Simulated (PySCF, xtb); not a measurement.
Si(Cl)(Br)(vinyl)(NH2) (C2H5BrClNSi), SMILES C=C[Si](N)(Cl)Br. One conformer was computed; it need not be the lowest.

Harmonic wavenumbers (cm⁻¹) from GFN2-xTB (xtb) at its own minimum, in rising order: 35, 102, 118, 142, 168, 188, 203, 311, 399, 437, 481, 533, 716, 812, 926, 929, 1016, 1027, 1276, 1411, 1499, 1670, 3041, 3087, 3117, 3477, 3522.

Question: What does B3LYP-D3(BJ)/def2-SVP (PySCF) give at its own minimum? (Estimate from the structure and the level; the computed values follow.)

Answer: 75, 119, 152, 169, 205, 242, 270, 332, 436, 439, 523, 582, 704, 841, 891, 1004, 1010, 1036, 1273, 1414, 1533, 1664, 3120, 3152, 3216, 3559, 3656. Paired by order, the mean absolute difference is 41 cm⁻¹ and the zero-point energies are 43.8 and 45.2 kcal/mol.
